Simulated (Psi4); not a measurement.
Cl$_{3}$FSi (SMILES F[Si](Cl)(Cl)Cl), singlet, at a GFN2-xTB geometry; QCISD(T)/def2-SVP (Psi4 1.11).

Here is a job for Psi4.
```
memory 2 GB

molecule mol {
0 1
F     0.061623    0.014588    1.787635
Si    0.006155    0.001457    0.178552
Cl    1.738664   -0.783907   -0.418474
Cl   -0.212677    1.904760   -0.373149
Cl   -1.563680   -1.129777   -0.301814
}

set {
  basis def2-svp
  reference rhf
  freeze_core true
}

energy('qcisd(t)')
print_variables()
```

The log (banner, timings and long lists left out):

```
   => Loading Basis Set <=

    Name: DEF2-SVP
    Role: ORBITAL
    Keyword: BASIS

         ---------------------------------------------------------
                                   SCF
               by Justin Turney, Rob Parrish, Andy Simmonett
                          and Daniel G. A. Smith
                              RHF Reference
         ---------------------------------------------------------

  ==> Geometry <==

    Molecular point group: c1
    Full point group: C1

    Geometry (in Angstrom), charge = 0, multiplicity = 1:

       Center              X                  Y                   Z               Mass
    ------------   -----------------  -----------------  -----------------  -----------------
         F            0.061459349040     0.014549489510     1.782885854035    18.998403162730
         SI           0.005991349040     0.001418489510     0.173802854035    27.976926534650
         CL           1.738500349040    -0.783945510490    -0.423223145965    34.968852682000
         CL          -0.212840650960     1.904721489510    -0.377898145965    34.968852682000
         CL          -1.563843650960    -1.129815510490    -0.306563145965    34.968852682000

  Running in c1 symmetry.

  Rotational constants: A =      0.06275  B =      0.06275  C =      0.04367 [cm^-1]
  Rotational constants: A =   1881.26994  B =   1881.26924  C =   1309.23424 [MHz]
  Nuclear repulsion =  453.237776311918992

  Charge       = 0
  Multiplicity = 1
  Electrons    = 74
  Nalpha       = 37
  Nbeta        = 37

  ==> Algorithm <==

  SCF Algorithm Type is PK.
  DIIS enabled.
  MOM disabled.
  Fractional occupation disabled.
  Guess Type is SAD.
  Energy threshold   = 1.00e-08
  Density threshold  = 1.00e-08
  Integral threshold = 1.00e-12

  ==> Primary Basis <==

  Basis Set: DEF2-SVP
    Blend: DEF2-SVP
    Number of shells: 38
    Number of basis functions: 86
    Number of Cartesian functions: 91
    Spherical Harmonics?: true
    Max angular momentum: 2

  ==> Integral Setup <==

  Using in-core PK algorithm.
   Calculation information:
      Number of atoms:                   5
      Number of AO shells:              38
      Number of primitives:             84
      Number of atomic orbitals:        91
      Number of basis functions:        86

      Integral cutoff                 1.00e-12
      Number of threads:                 1

  Performing in-core PK
  Using 13998822 doubles for integral storage.
  We computed 213606 shell quartets total.
  Whereas there are 274911 unique shell quartets.

  ==> DiskJK: Disk-Based J/K Matrices <==

    J tasked:                  Yes
    K tasked:                  Yes
    wK tasked:                  No
    Schwarz Cutoff:          1E-12

  Minimum eigenvalue in the overlap matrix is 1.6933988171E-02.
  Reciprocal condition number of the overlap matrix is 4.8028276606E-03.
    Using symmetric orthogonalization.

  ==> Pre-Iterations <==

  SCF Guess: Superposition of Atomic Densities via on-the-fly atomic UHF (no occupation information).

   -------------------------
    Irrep   Nso     Nmo
   -------------------------
     A         86      86
   -------------------------
    Total      86      86
   -------------------------

  ==> Iterations <==

                        Total Energy        Delta E     RMS |[F,P]|

   @RHF iter SAD: -1766.29739527577522   -1.76630e+03   0.00000e+00
   @RHF iter   1: -1766.41582821538304   -1.18433e-01   4.30507e-03 DIIS/ADIIS
   @RHF iter   2: -1766.45984985203222   -4.40216e-02   2.64617e-03 DIIS/ADIIS
   @RHF iter   3: -1766.47937337384701   -1.95235e-02   2.50215e-04 DIIS/ADIIS
   @RHF iter   4: -1766.47980125189270   -4.27878e-04   8.78385e-05 DIIS
   @RHF iter   5: -1766.47984745113285   -4.61992e-05   2.42726e-05 DIIS
   @RHF iter   6: -1766.47985235675105   -4.90562e-06   4.79003e-06 DIIS
   @RHF iter   7: -1766.47985256033985   -2.03589e-07   8.21168e-07 DIIS
   @RHF iter   8: -1766.47985256523725   -4.89740e-09   1.30040e-07 DIIS
   @RHF iter   9: -1766.47985256539164   -1.54387e-10   2.87398e-08 DIIS
   @RHF iter  10: -1766.47985256540187   -1.02318e-11   6.92666e-09 DIIS
  Energy and wave function converged.

  ==> Post-Iterations <==

    Orbital Energies [Eh]
    ---------------------

    Doubly Occupied:

[...]
      37A     -0.479900

    Virtual:

[...]
      86A      3.904858

    Final Occupation by Irrep:
              A
    DOCC [    37 ]
    NA   [    37 ]
    NB   [    37 ]

  @RHF Final Energy: -1766.47985256540187

   => Energetics <=

    Nuclear Repulsion Energy =            453.2377763119189922
    One-Electron Energy =               -3348.1888266039695736
    Two-Electron Energy =                1128.4711977266488248
    Total Energy =                      -1766.4798525654018704

Computation Completed

Properties will be evaluated at   0.000000,   0.000000,   0.000000 [a0]

Properties computed using the SCF density matrix

 Multipole Moments:

 ------------------------------------------------------------------------------------
     Multipole            Electronic (a.u.)      Nuclear  (a.u.)        Total (a.u.)
 ------------------------------------------------------------------------------------

 L = 1.  Multiply by 2.5417464519 to convert [e a0] to [Debye]
 Dipole X            :          0.0072540           -0.0228925           -0.0156385
 Dipole Y            :          0.0017177           -0.0054193           -0.0037016
 Dipole Z            :          0.2104320           -0.6640928           -0.4536608
 Magnitude           :                                                    0.4539454

 ------------------------------------------------------------------------------------

 MINTS: Wrapper to libmints.
   by Justin Turney

   Calculation information:
      Number of threads:                 1
      Number of atoms:                   5
      Number of AO shells:              38
      Number of SO shells:              38
      Number of primitives:             84
[...]
	Two-electron integral transformation complete.

        **********************************************************
        *                                                        *
        *                   CCSD Integral Sort                   *
        *                                                        *
        **********************************************************

        CC integral sort will use                     68.69 mb

        Number of (ab|cd) temporary files:                2
        Number of (ab|ci) temporary files:                3
        Starting temporary file number:                 270

        *****************************************************
        *                                                   *
        *                       QCISD                       *
        *                  Eugene DePrince                  *
        *                                                   *
        *****************************************************

  ==> Input parameters <==

        Freeze core orbitals?                 yes
        Use frozen natural orbitals?           no
        r_convergence:                  1.000e-07
        e_convergence:                  1.000e-06
        Number of DIIS vectors:                 8
        Number of frozen core orbitals:        21
        Number of active occupied orbitals:    16
        Number of active virtual orbitals:     49
        Number of frozen virtual orbitals:      0

  ==> Memory <==

        minimum memory requirements for QCISD =        14.13 mb
        (T) algorithm:                                 11.07 mb (low-memory)
        memory requirements for QCISD(T) =             11.07 mb

  ==> Define tiling <==

        v(ab,cd) diagrams will be evaluated in   1 blocks.
        v(ab,ci) diagrams will be evaluated in   1 blocks over ov2.
        v(ab,ci) diagrams will be evaluated in   1 blocks over ov.

  Allocate cpu memory (    28.49 mb).....done.
  Initialize cpu memory..................done.

  ==> MP4(SDQ) <==

  Begin singles and doubles quadratic ci iterations

   Iter  DIIS          Energy       d(Energy)          |d(T)|     time
      0   0 1   -0.7045679847   -0.7045679847    0.0172647818        0
      1   1 1   -0.7053577772   -0.0007897925    0.0079390947        1
      2   2 1   -0.7063891623   -0.0010313851    0.0030497325        0
      3   3 1   -0.7067943704   -0.0004052081    0.0016102442        1
      4   4 1   -0.7067531486    0.0000412218    0.0002814821        0
      5   5 1   -0.7067430785    0.0000100701    0.0001054705        1
      6   6 1   -0.7067444148   -0.0000013363    0.0000208706        0
      7   7 1   -0.7067448499   -0.0000004351    0.0000066778        1
      8   8 1   -0.7067448883   -0.0000000384    0.0000021000        1
      9   8 2   -0.7067448422    0.0000000461    0.0000007061        0
     10   8 3   -0.7067448355    0.0000000066    0.0000002205        1
     11   8 4   -0.7067448403   -0.0000000048    0.0000000719        0

  QCISD iterations converged!

        T1 diagnostic:                         0.009674640272
        D1 diagnostic:                         0.026918752600

        OS MP2 correlation energy:            -0.484198234563
        SS MP2 correlation energy:            -0.184392152953
        MP2 correlation energy:               -0.668590387516
      * MP2 total energy:                  -1767.148442952918

        OS MP2.5 correlation energy:          -0.504130871963
        SS MP2.5 correlation energy:          -0.180798254194
        MP2.5 correlation energy:             -0.684929126157
      * MP2.5 total energy:                -1767.164781691559

        OS MP3 correlation energy:            -0.524063509362
        SS MP3 correlation energy:            -0.177204355435
        MP3 correlation energy:               -0.701267864797
      * MP3 total energy:                  -1767.181120430199

        OS MP4(SDQ) correlation energy:       -0.532739577323
        SS MP4(SDQ) correlation energy:       -0.168543541192
        MP4(SDQ) correlation energy:          -0.706735691468
      * MP4(SDQ) total energy:             -1767.186588256870

        OS QCISD correlation energy:          -0.534408731130
        SS QCISD correlation energy:          -0.172336109161
        QCISD correlation energy:             -0.706744840291
      * QCISD total energy:                -1767.186597405693

  Total time for QCISD iterations:       4.82 s (user)
                                         1.32 s (system)
                                            6 s (total)

  Time per iteration:                    0.40 s (user)
                                         0.11 s (system)
                                         0.55 s (total)

        ==> Resort (ov|vv) integrals for low-memory (T) computation <==

        *******************************************************
        *                                                     *
        *                     QCISD(T)                        *
        *                                                     *
        *******************************************************

        Using low-memory algorithm.

        num_threads:                      1
        memory requirements:       11.07 mb

        Number of abc combinations: 20825

        Computing (T) correction...

        % complete  total time
              10.0
              20.0
              30.0
              40.0
              50.0
              60.0
              70.0
              80.0
              90.0

        (T) energy                             -0.013262767947

        QCISD(T) correlation energy            -0.720007608238
      * QCISD(T) total energy               -1767.199860173640

  Variable Map:
  ----------------------------------------------------------------------------
[...]
  Array Variable Map:
  ----------------------------------------------------------------------------
[...]
[...]
```
